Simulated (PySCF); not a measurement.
H3O4P, charge +1, doublet, geometry from GFN2-xTB (a state made from the parent by changing its charge; the spin is typed, not shown lowest); MP2/6-31G** (PySCF).

The PySCF input:
```python
from pyscf import gto, scf, mp

mol = gto.M(
    atom='''
O     0.558146   -0.027006    1.431865
P     0.036295   -0.004403   -0.027892
O     1.187853   -0.009969   -1.022943
O    -0.888422   -1.232507   -0.228870
O    -0.819452    1.277946   -0.219751
H     1.071066    0.707163    1.787898
H    -0.583272   -2.124719   -0.030598
H    -1.337212    1.415876   -1.021331
''',
    basis='6-31g**',
    charge=1,
    spin=1,
    verbose=4,
)

mf = scf.UHF(mol)
mf.kernel()

pt = mp.MP2(mf)
pt.kernel()
print('E(MP2) = %.10f' % pt.e_tot)
```

The log (banner, timings and long lists left out):

```
PySCF version 2.14.0

[INPUT] verbose = 4
[INPUT] num. atoms = 8
[INPUT] num. electrons = 49
[INPUT] charge = 1
[INPUT] spin (= nelec alpha-beta = 2S) = 1
[INPUT] symmetry False subgroup None
[INPUT] Mole.unit = angstrom
[INPUT] Symbol           X                Y                Z      unit          X                Y                Z       unit  Magmom
[INPUT]  1 O      0.558146000000  -0.027006000000   1.431865000000 AA    1.054743077521  -0.051033943720   2.705832697350 Bohr   0.0
[INPUT]  2 P      0.036295000000  -0.004403000000  -0.027892000000 AA    0.068587609691  -0.008320464126  -0.052708241066 Bohr   0.0
[INPUT]  3 O      1.187853000000  -0.009969000000  -1.022943000000 AA    2.244716846243  -0.018838679736  -1.933082111041 Bohr   0.0
[INPUT]  4 O     -0.888422000000  -1.232507000000  -0.228870000000 AA   -1.678874263038  -2.329100676609  -0.432501618129 Bohr   0.0
[INPUT]  5 O     -0.819452000000   1.277946000000  -0.219751000000 AA   -1.548539852227   2.414967941983  -0.415269205599 Bohr   0.0
[INPUT]  6 H      1.071066000000   0.707163000000   1.787898000000 AA    2.024021401333   1.336344395426   3.378637558658 Bohr   0.0
[INPUT]  7 H     -0.583272000000  -2.124719000000  -0.030598000000 AA   -1.102224336127  -4.015137001660  -0.057821839959 Bohr   0.0
[INPUT]  8 H     -1.337212000000   1.415876000000  -1.021331000000 AA   -2.526964450482   2.675617866345  -1.930035872528 Bohr   0.0

nuclear repulsion = 282.105821369314
number of shells = 41
number of NR pGTOs = 180
number of NR cGTOs = 89
basis = 6-31g**
ecp = {}

******** <class 'pyscf.scf.uhf.UHF'> ********
method = UHF
initial guess = minao
damping factor = 0
level_shift factor = 0
DIIS = <class 'pyscf.scf.diis.CDIIS'>
diis_start_cycle = 1
diis_space = 8
diis_damp = 0
SCF conv_tol = 1e-09
SCF conv_tol_grad = None
SCF max_cycles = 50
direct_scf = True
direct_scf_tol = 1e-13
number electrons alpha = 25  beta = 24
Set gradient conv threshold to 3.16228e-05
init E= -643.138357698398

cycle= 1 E= -641.501248217939  delta_E= 1.64  |g|= 0.542  |ddm|= 2.04
cycle= 2 E= -641.650242677147  delta_E= -0.149  |g|= 0.268  |ddm|= 0.637
cycle= 3 E= -641.689433892597  delta_E= -0.0392  |g|= 0.0775  |ddm|= 0.238
cycle= 4 E= -641.69983700189  delta_E= -0.0104  |g|= 0.0367  |ddm|= 0.119
cycle= 5 E= -641.702523279047  delta_E= -0.00269  |g|= 0.0177  |ddm|= 0.0732
cycle= 6 E= -641.702978628651  delta_E= -0.000455  |g|= 0.00986  |ddm|= 0.0266
cycle= 7 E= -641.703141975721  delta_E= -0.000163  |g|= 0.00402  |ddm|= 0.0203
cycle= 8 E= -641.703171773908  delta_E= -2.98e-05  |g|= 0.0016  |ddm|= 0.00995
cycle= 9 E= -641.703176262152  delta_E= -4.49e-06  |g|= 0.0008  |ddm|= 0.0036
cycle= 10 E= -641.703177431314  delta_E= -1.17e-06  |g|= 0.000508  |ddm|= 0.00138
cycle= 11 E= -641.703178109957  delta_E= -6.79e-07  |g|= 0.000344  |ddm|= 0.00105
cycle= 12 E= -641.703178589323  delta_E= -4.79e-07  |g|= 0.000253  |ddm|= 0.00093
cycle= 13 E= -641.70317893723  delta_E= -3.48e-07  |g|= 0.000173  |ddm|= 0.00095
cycle= 14 E= -641.703179166743  delta_E= -2.3e-07  |g|= 0.000101  |ddm|= 0.00107
cycle= 15 E= -641.703179221907  delta_E= -5.52e-08  |g|= 8.93e-05  |ddm|= 0.000352
cycle= 16 E= -641.70317925062  delta_E= -2.87e-08  |g|= 8.71e-05  |ddm|= 0.000175
cycle= 17 E= -641.703179284651  delta_E= -3.4e-08  |g|= 8.62e-05  |ddm|= 0.0002
cycle= 18 E= -641.703179324314  delta_E= -3.97e-08  |g|= 8.59e-05  |ddm|= 0.000233
cycle= 19 E= -641.703179383926  delta_E= -5.96e-08  |g|= 8.55e-05  |ddm|= 0.000351
cycle= 20 E= -641.703179676267  delta_E= -2.92e-07  |g|= 8.39e-05  |ddm|= 0.00174
cycle= 21 E= -641.703180795496  delta_E= -1.12e-06  |g|= 7.77e-05  |ddm|= 0.00708
cycle= 22 E= -641.703182414975  delta_E= -1.62e-06  |g|= 8.6e-05  |ddm|= 0.0118
cycle= 23 E= -641.703182603802  delta_E= -1.89e-07  |g|= 0.000106  |ddm|= 0.00156
cycle= 24 E= -641.703185240793  delta_E= -2.64e-06  |g|= 0.000427  |ddm|= 0.0316
cycle= 25 E= -641.703185197443  delta_E= 4.33e-08  |g|= 0.000409  |ddm|= 0.001
cycle= 26 E= -641.703185052783  delta_E= 1.45e-07  |g|= 0.000377  |ddm|= 0.0028
cycle= 27 E= -641.703185153132  delta_E= -1e-07  |g|= 0.000435  |ddm|= 0.00228
cycle= 28 E= -641.703185550644  delta_E= -3.98e-07  |g|= 0.000674  |ddm|= 0.0143
cycle= 29 E= -641.703185562381  delta_E= -1.17e-08  |g|= 0.000647  |ddm|= 0.000499
cycle= 30 E= -641.703184813449  delta_E= 7.49e-07  |g|= 5.01e-05  |ddm|= 0.0212
cycle= 31 E= -641.703185553761  delta_E= -7.4e-07  |g|= 0.000177  |ddm|= 0.0132
cycle= 32 E= -641.703185553022  delta_E= 7.39e-10  |g|= 3.12e-05  |ddm|= 0.000545
Extra cycle  E= -641.703185555213  delta_E= -2.19e-09  |g|= 2.81e-05  |ddm|= 4.04e-05
converged SCF energy = -641.703185555213  <S^2> = 0.7557413  2S+1 = 2.0057331

******** <class 'pyscf.mp.ump2.UMP2'> ********
nocc = (np.int64(25), np.int64(24)), nmo = (89, 89)
E(UMP2) = -642.491251310115  E_corr = -0.788065754902334
E(SCS-UMP2) = -642.462550902035  E_corr = -0.759365346822021
E_corr(same-spin) = -0.214977183531669
E_corr(oppo-spin) = -0.573088571370665
E(MP2) = -642.4912513101
```
